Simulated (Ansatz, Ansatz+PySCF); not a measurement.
```xyz
2

Mg    0.0000    0.0000    0.0000
S     0.8506    1.1342    2.4555
```

Basis set: STO-3G (spherical functions). Correlated methods keep 6 orbitals frozen. Charge 0, multiplicity 1.

Computed with Ansatz (development build ahead of 0.2.0); the reference of a correlated method needn't be the lowest determinant of its kind. Restricted open shells among the atoms or ions are ROHF, correlated in semicanonical orbitals with singles.

(1) Give the atomization energy at this shape (free ground-state atoms in the same class of orbitals less the molecule, no zero-point energy) of singlet MgS by UHF-CCSD(T), UHF-CCSD, RHF-CCSD(T), RHF-CCSD.

Answers

(1)

| method | atomization energy |
| --- | --- |
| UHF-CCSD(T) | 0.40 eV |
| UHF-CCSD | 0.28 eV |
| RHF-CCSD(T) | -0.66 eV |
| RHF-CCSD | -0.67 eV |

Caution: another spin multiplicity may lie lower; the program doubts this total. Caution for UHF-CCSD(T), UHF-CCSD: a plain start can end on a higher determinant; large amplitudes, a single reference is doubtful; the reference determinant was not shown to be the lowest; the unrestricted determinant is a mixture of spin states. Caution for RHF-CCSD(T), RHF-CCSD: an unrestricted determinant lies well below; the program finds a lower state of this spin.

This basis has no polarisation functions and is too small for such energies, which can lie far from measured ones in either direction.
